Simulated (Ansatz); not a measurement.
`SC1=N[SiH2]1` + HBr → `BrC1=N[SiH2]1` + H₂S at 400 K and 1 bar (substitution at a C–S bond).

Isolated molecules relaxed with PBE0-D4/def2-TZVP in Ansatz; ΔE leaves out vibrations. CCSD(T)/CBS adds triple-zeta CCSD(T) − MP2 to the extrapolated MP2 energy (def2 sets, frozen cores). This one scheme is used for every species. For Br outer-core shells are correlated without core-valence functions, which leaves a few kJ/mol of doubt a bond. Scalar relativity is left out up to krypton. Each species was taken in one conformer, which may not be the lowest.

| species | CCSD(T)/CBS energy (Eh) | H − E (kJ/mol) | S (J/(mol·K)) |
| --- | --- | --- | --- |
| `SC1=N[SiH2]1` | -781.35214 | 118.7 | 325.4 |
| HBr | -2573.91920 | 27.6 | 207.2 |
| `BrC1=N[SiH2]1` | -2956.28903 | 92.8 | 329.6 |
| H₂S | -398.97279 | 53.4 | 215.9 |

H − E and S are ideal-gas, rigid-rotor, harmonic terms from PBE0-D4/def2-TZVP, for one conformer and one mirror image of each species. 1 Eh = 2625.50 kJ/mol, R = 8.31446 J/(mol·K).

Task: By hand: ΔE, ΔH, ΔS and ΔG.

Result: ΔE = (-2956.28903) + (-398.97279) − (-781.35214) − (-2573.91920) = 0.00952 Eh = 25.0 kJ/mol. Δ(H − E) = 92.8 + 53.4 − 118.7 − 27.6 = -0.1, so ΔH = 24.9 kJ/mol. ΔS = 329.6 + 215.9 − 325.4 − 207.2 = 12.9 J/(mol·K). ΔG = 24.9 − 400 × (12.9)/1000 = 19.7 kJ/mol.

Task: By hand: the equilibrium constant, and the temperature at which ΔG would vanish if ΔH and ΔS stayed fixed.

Result: log₁₀ K = −ΔG/(RT ln 10) = -2.6. ΔG = 0 at ΔH/ΔS = 1930 K, though so small a ΔS makes that figure unsure.

The number of gas molecules stays the same, so ΔS is small and ΔH decides. A doubt of 5 kJ/mol in ΔE shifts log₁₀ K by 0.7 here. Other conformers and mirror images would add mixing entropy, several J/(mol·K) or more a flexible species. These are equilibria of isolated gas molecules and say nothing of rates. Largest T1 diagnostic: 0.016 (customary marks: 0.02 for closed shells, 0.045 for open ones).
